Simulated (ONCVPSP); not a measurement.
# Configuration tests for C (Z = 6) (ONCV)

- Element: carbon
- Generator: ONCVPSP 4.0.1
- Type: optimised norm-conserving Vanderbilt (ONCV)
- Functional: PBE
- Relativity: scalar-relativistic
- Frozen core: [He]
- Valence charge: 4
- Reference configuration: 2s2 2p2
- Partial waves: 2s: rc 1.15 bohr, ncon 4, nbas 7, qcut 6.3 1/bohr, local; 2p: rc 1.75 bohr, ncon 4, nbas 8, qcut 6.2 1/bohr, 2 projectors, debl 0.7 Ha
- Local potential: the s channel
- Core correction: Teter function, fcfact 4, rcfact 1.1

Energies are relative to the spin-unpolarised reference configuration 2s2 2p2; without spin polarisation the order of configurations can differ from experiment.

| valence configuration | charge | ΔE all-electron (eV) | error AE − PS (meV) |
| --- | --- | --- | --- |
| 2s2 2p1 | +1 | 10.861 | +26 |
| 2s1 2p0 | +3 | 83.211 | +590 |

Problem. What are ΔE and the potential's error for 2s2 2p0?

Solution. ΔE = 35.017 eV all-electron; the error (AE − PS) is +260 meV.

Problem. What are ΔE and the potential's error for 2s2 2p1.5?

Solution. ΔE = 3.963 eV all-electron; the error (AE − PS) is +3.7 meV.

Levels in the configuration 2s2 2p0:

```
level  all-electron (eV)  pseudo (eV)
   2s            -40.379      -40.142
```
